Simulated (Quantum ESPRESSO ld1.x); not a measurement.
Input (ld1.x (Quantum ESPRESSO 7.5)):

```
 &input
    atom='Tc',
    iswitch=1,
    rel=2,
    dft='PZ',
    config='[Ne] 3s2 3p2 4s0 3d0',
    rel_dist='energy',
    verbosity='high',
    lsmall=.true.,
    prefix='ld1',
    max_out_wfc=37,
    file_charge='ld1.rho',
 /
```

It prints (banner and zero overlaps left out):

```
     Program LD1 v.7.5 starts

     --------------------------- All-electron run ----------------------------

     dirac relativistic calculation

     atomic number is 43.00
     dft =PZ   lsd =0 sic =0 latt =0  beta=0.20 tr2=1.0E-14
     Exchange-correlation= PZ
                           (   1   1   0   0   0   0   0)
     mesh =2047 r(mesh) = 100.16310 a.u. xmin = -8.00 dx = 0.00800
     1 Ry =  13.60569312 eV, c = 137.03599908

     n l j   nl                  e(Ry)          e(Ha)          e(eV)
     Spin orbit split results
     1 0 0.5 1S 1( 2.00)   -1640.378020943    -820.189010472 -22318.4799587
     2 0 0.5 2S 1( 2.00)    -323.177723147    -161.588861573  -4397.0569253
     2 1 0.5 2P 1( 2.00)    -307.528977968    -153.764488984  -4184.1449007
     2 1 1.5 2P 1( 4.00)    -298.607797770    -149.303898885  -4062.7660606
     3 0 0.5 3S 1( 2.00)    -123.548455692     -61.774227846  -1680.9623740
     3 1 0.5 3P 1( 2.00)    -118.094120330     -59.047060165  -1606.7523608
     3 1 1.5 3P 1( 0.00)    -115.957382548     -57.978691274  -1577.6805623
     4 0 0.5 4S 1( 0.00)     -64.220094547     -32.110047273   -873.7588987
     3 2 1.5 3D 1( 0.00)    -107.935106691     -53.967553346  -1468.5319388
     3 2 2.5 3D 1( 0.00)    -107.447222938     -53.723611469  -1461.8939422
     Averaged results
     1 0     1S 1( 2.00)   -1640.378020943    -820.189010472 -22318.4799587
     2 0     2S 1( 2.00)    -323.177723147    -161.588861573  -4397.0569253
     2 1     2P 1( 6.00)    -301.581524503    -150.790762251  -4103.2256740
     3 0     3S 1( 2.00)    -123.548455692     -61.774227846  -1680.9623740
     3 1     3P 1( 2.00)    -116.669628475     -58.334814238  -1587.3711618
     4 0     4S 1( 0.00)     -64.220094547     -32.110047273   -873.7588987
     3 2     3D 1( 0.00)    -107.642376439     -53.821188220  -1464.5491409

     final scf error:  7.7E-16 reached in  14 iterations

     Etot =   -7331.611427 Ry,   -3665.805714 Ha,  -99751.655175 eV

     Ekin =    7662.169417 Ry,    3831.084708 Ha,  104249.125740 eV
     Encl =  -16002.288584 Ry,   -8001.144292 Ha, -217722.227735 eV
     Eh   =    1162.101845 Ry,     581.050922 Ha,   15811.201076 eV
     Exc  =    -153.594105 Ry,     -76.797052 Ha,   -2089.754255 eV

     normalization and overlap integrals

     s(1S/1S) =  1.000000  <r> =   0.0343  <r2> =    0.0016  r(max) =   0.0223
     LC norm =  0.97540155 + SC norm =  0.02459845 =  1.00000000
     s(2S/2S) =  1.000000  <r> =   0.1473  <r2> =    0.0256  r(max) =   0.1258
     LC norm =  0.99479535 + SC norm =  0.00520465 =  1.00000000
     s(2P/2P) =  1.000000  <r> =   0.1252  <r2> =    0.0192  r(max) =   0.0974
     LC norm =  0.99481054 + SC norm =  0.00518946 =  1.00000000
     s(2P/2P) =  1.000000  <r> =   0.1297  <r2> =    0.0204  r(max) =   0.1013
     LC norm =  0.99497745 + SC norm =  0.00502255 =  1.00000000
     s(3S/3S) =  1.000000  <r> =   0.3631  <r2> =    0.1500  r(max) =   0.3419
     LC norm =  0.99810601 + SC norm =  0.00189399 =  1.00000000
     s(3P/3P) =  1.000000  <r> =   0.3476  <r2> =    0.1395  r(max) =   0.3259
     LC norm =  0.99814576 + SC norm =  0.00185424 =  1.00000000
     s(3P/3P) =  1.000000  <r> =   0.3544  <r2> =    0.1448  r(max) =   0.3311
     LC norm =  0.99818448 + SC norm =  0.00181552 =  1.00000000
     s(4S/4S) =  1.000000  <r> =   0.6836  <r2> =    0.5258  r(max) =   0.6858
     LC norm =  0.99904523 + SC norm =  0.00095477 =  1.00000000
     s(3D/3D) =  1.000000  <r> =   0.3116  <r2> =    0.1121  r(max) =   0.2626
     LC norm =  0.99829933 + SC norm =  0.00170067 =  1.00000000
     s(3D/3D) =  1.000000  <r> =   0.3137  <r2> =    0.1135  r(max) =   0.2647
     LC norm =  0.99831021 + SC norm =  0.00168979 =  1.00000000

     LC charge = 13.90242826 + SC charge =  0.09757174 = 14.00000000

     ------------------------ End of All-electron run ------------------------
```

Run on one thread of a shared host, so times are rough (Intel(R) Xeon(R) Processor @ 2.60GHz): 0.6 s of CPU time, 0.64 s wall, 14 iterations on 2047 mesh points.
